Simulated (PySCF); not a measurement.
Chain-length series, n-germane H/H (end groups after the name). Isolated molecules, 0 K electronic values unless said otherwise. One relaxed conformer stands for each flexible species; it need not be the lowest. Strings in code marks are SMILES.

These are ωB97X-D3(BJ)/def2-TZVP // PBE0-D3(BJ)/def2-SVP run with PySCF values and carry that method's errors. All candidates: neutral, multiplicity 1. 

```
Quantity                                              Value
------------------------------------------------  ---------
HOMO                                              -10.48 eV
adiabatic ionisation energy (no zero-point term)    9.51 eV
hole reorganisation energy (four-point)            2.130 eV
```

Question: Say which member has these values.
A) `[GeH3][GeH3]`
B) `[GeH3][GeH2][GeH3]`
C) `[GeH3][GeH2][GeH2][GeH2][GeH2][GeH3]`

Answer: A, `[GeH3][GeH3]`. The others give `[GeH3][GeH2][GeH2][GeH2][GeH2][GeH3]`: -9.20 eV, 8.23 eV, 1.240 eV; `[GeH3][GeH2][GeH3]`: -10.03 eV, 9.06 eV, 1.632 eV
